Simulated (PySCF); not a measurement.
## Spinor energies of Eu³⁵⁺ (europium, charge +35)

Start: [Ar] 3d10. Calculated with PySCF 2.14 in an even-tempered Gaussian basis (16 s from 6.6 bohr⁻², ratio 2.8; 13 p from 8.6 bohr⁻², ratio 2.8; 8 d from 8.6 bohr⁻², ratio 2.8; 3 f from 35 bohr⁻², ratio 3): generalised Hartree-Fock with the X2C-1e Hamiltonian and a Gaussian nucleus; one run each with spin-orbit coupling (SO) switched off, then screened by Boettger's factors.

```json
{"spinor shell": "1s1/2", "electrons": "2", "ε, spin-free (eV)": "-50206.9", "ε, screened SO (eV)": "-50198.9", "weight of nominal j (screened SO)": "1.000", "rms radius, screened SO (bohr)": "0.0254"}
{"spinor shell": "2s1/2", "electrons": "2", "ε, spin-free (eV)": "-9531.6", "ε, screened SO (eV)": "-9529.2", "weight of nominal j (screened SO)": "1.000", "rms radius, screened SO (bohr)": "0.103"}
{"spinor shell": "2p1/2", "electrons": "2", "ε, spin-free (eV)": "-8646.1", "ε, screened SO (eV)": "-9104.8", "weight of nominal j (screened SO)": "1.000", "rms radius, screened SO (bohr)": "0.0880"}
{"spinor shell": "2p3/2", "electrons": "4", "ε, spin-free (eV)": "-8646.1", "ε, screened SO (eV)": "-8449.2", "weight of nominal j (screened SO)": "1.000", "rms radius, screened SO (bohr)": "0.0942"}
{"spinor shell": "3s1/2", "electrons": "2", "ε, spin-free (eV)": "-3159.8", "ε, screened SO (eV)": "-3159.2", "weight of nominal j (screened SO)": "1.000", "rms radius, screened SO (bohr)": "0.261"}
{"spinor shell": "3p1/2", "electrons": "2", "ε, spin-free (eV)": "-2877.5", "ε, screened SO (eV)": "-2977.1", "weight of nominal j (screened SO)": "1.000", "rms radius, screened SO (bohr)": "0.252"}
{"spinor shell": "3p3/2", "electrons": "4", "ε, spin-free (eV)": "-2877.5", "ε, screened SO (eV)": "-2834.4", "weight of nominal j (screened SO)": "1.000", "rms radius, screened SO (bohr)": "0.264"}
{"spinor shell": "3d3/2", "electrons": "4", "ε, spin-free (eV)": "-2512.0", "ε, screened SO (eV)": "-2530.3", "weight of nominal j (screened SO)": "1.000", "rms radius, screened SO (bohr)": "0.235"}
{"spinor shell": "3d5/2", "electrons": "6", "ε, spin-free (eV)": "-2512.0", "ε, screened SO (eV)": "-2499.4", "weight of nominal j (screened SO)": "1.000", "rms radius, screened SO (bohr)": "0.238"}
```

| quantity | spin-free | screened SO |
| --- | --- | --- |
| E (hartree) | -10127.18435 | -10133.57261 |
| M_J | 0 | 0 |
| ⟨J²⟩ | 0.000 | 0.000 |
| ⟨L²⟩ | 0.000 | 0.030 |
| ⟨S²⟩ | 0.000 | 0.030 |

Breit and QED terms are absent; they matter most for the inner s and p1/2 levels.

Densities and radii are taken from the X2C orbitals without a picture-change correction, which distorts them close to the nucleus.

Without spin-orbit coupling the j labels of p, d and f shells carry no meaning; the spin-free column gives the mean over the occupied spinors of each nl shell.
